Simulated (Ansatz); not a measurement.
Cl₂Ga, charge +1, singlet, geometry from GFN2-xTB (such geometries of metal compounds can be far from the true shape). Base run: B3LYP/3-21G run with Ansatz (a program for electronic structure).

Input for Ansatz:
Ansatz 0.2 input:
```yaml
crystal:
  periodic: [false, false, false]
  atoms:
    - {symbol: Ga, position_ang: [0.00000000, 0.00000000, 0.00000000]}
    - {symbol: Cl, position_ang: [0.00000000, 0.00000000, 2.07019474]}
    - {symbol: Cl, position_ang: [-0.00000000, -0.00000000, -2.07019474]}
basis:
  gaussian:
    orbitals: 3-21G.json
hamiltonian:
  xc: b3lyp
total_charge: 1
```
The basis file holds 3-21G in the JSON format of the Basis Set Exchange.

Variants of this job, named by their change:

```json
[
 {"change": "base", "E (Eh)": "-2831.22271"},
 {"change": "functional = hf", "E (Eh)": "[?]"},
 {"change": "functional = wB97M-V", "E (Eh)": "-2831.01103"},
 {"change": "functional = SVWN5", "E (Eh)": "-2825.16896"},
 {"change": "functional = r2scan", "E (Eh)": "[?]"},
 {"change": "functional = wB97X", "E (Eh)": "[?]"},
 {"change": "functional = pbe0", "E (Eh)": "-2830.60044"},
 {"change": "functional = pbe; dispersion = d4", "E (Eh)": "-2830.46660"},
 {"change": "functional = pbe0; dispersion = d3bjatm", "E (Eh)": "-2830.60283"},
 {"change": "functional = lc_wpbe", "E (Eh)": "-2830.60608"},
 {"change": "functional = pbe; dispersion = d3bj", "E (Eh)": "-2830.46641"},
 {"change": "functional = wB97X-V", "E (Eh)": "[?]"},
 {"change": "functional = BHLYP", "E (Eh)": "-2831.15313"}
]
```

Task: What belongs in the gaps?

Result: 
- functional = hf, E (Eh): -2828.24865
- functional = r2scan, E (Eh): -2830.94534
- functional = wB97X, E (Eh): -2831.17664
- functional = wB97X-V, E (Eh): -2830.82334

Total energies compare only within one method and basis.
